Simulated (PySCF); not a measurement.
## Argon: a sound run and one with changed settings

Sound run: Ar⁺ [Ne] 3s2 3p5, Ar²⁺ [Ne] 3s2 3p4. Calculation: PySCF 2.14, in x2c-TZVPall (5s5p2d1f, 37 functions); scalar relativity by spin-free X2C-1e. The sound run starts from symmetry-adapted Hartree-Fock orbitals and uses a fine grid where one is needed.

A second run was set up differently.

```json
{"species": "Ar⁺", "method": "UHF", "sound run (hartree)": "-528.07903", "changed run (hartree)": "-528.07903", "converged": "yes"}
{"species": "Ar⁺", "method": "PBE0", "sound run (hartree)": "-528.61709", "changed run (hartree)": "-530.78965", "converged": "yes"}
{"species": "Ar⁺", "method": "BP86", "sound run (hartree)": "-528.83028", "changed run (hartree)": "-531.96841", "converged": "yes"}
{"species": "Ar²⁺", "method": "UHF", "sound run (hartree)": "-527.11003", "changed run (hartree)": "-527.11003", "converged": "yes"}
{"species": "Ar²⁺", "method": "PBE0", "sound run (hartree)": "-527.60232", "changed run (hartree)": "-529.84981", "converged": "yes"}
{"species": "Ar²⁺", "method": "BP86", "sound run (hartree)": "-527.81140", "changed run (hartree)": "-531.02113", "converged": "yes"}
```

Ionisation energy of Ar⁺:

| method | sound run (eV) | changed run (eV) |
| --- | --- | --- |
| UHF | 26.368 | 26.368 |
| PBE0 | 27.613 | 25.574 |
| BP86 | 27.725 | 25.777 |

Problem. What was changed?
A. basis contracted for another Hamiltonian
B. level shift left on
C. radial grid too coarse
D. too few SCF iterations

Solution. C. It used radial step 1.2 in ln r (0.13 in the sound run). A coarse radial grid mis-integrates the density and the exchange-correlation energy, with errors of either sign; Hartree-Fock needs no grid.
